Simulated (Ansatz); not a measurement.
`NB(N)N` and `[NH2][In]([NH2])[NH2]` differ in one element.

Ansatz, PBE0-D4/def2-TZVP geometries, multiplicity 1. Each molecule was computed in one conformer, which needn't be the lowest.

Elements past krypton have def2 core potentials.

```tsv
property	`NB(N)N`
LUMO energy (B3LYP/def2-TZVPP) / eV	0.51
HOMO–LUMO gap (ωB97M-V/def2-TZVPP) / eV	11.15
LUMO energy (PBE0/def2-TZVPP) / eV	0.88
HOMO–LUMO gap (PBE0/def2-TZVPP) / eV	7.44
HOMO energy (ωB97M-V/def2-TZVPP) / eV	-8.96
LUMO energy (ωB97M-V/def2-TZVPP) / eV	2.19
```

Task: Give the same properties after the change, and the shifts. (Estimate.)

Result: The calculation gave: 
```csv
property,`[NH2][In]([NH2])[NH2]`,shift
LUMO energy (B3LYP/def2-TZVPP) / eV,-0.98,-1.49
HOMO–LUMO gap (ωB97M-V/def2-TZVPP) / eV,10.15,-1.00
LUMO energy (PBE0/def2-TZVPP) / eV,-0.63,-1.51
HOMO–LUMO gap (PBE0/def2-TZVPP) / eV,6.13,-1.31
HOMO energy (ωB97M-V/def2-TZVPP) / eV,-9.13,-0.17
LUMO energy (ωB97M-V/def2-TZVPP) / eV,1.02,-1.17
```

With PBE0 the HOMO falls by 0.22 eV and the LUMO falls by 1.51 eV, so the gap narrows by about 1.29 eV. PBE moves the HOMO by -0.28 eV and ωB97M-V by -0.17 eV.

B3LYP here is the variant with VWN-RPA as its local correlation; programs differ in this.
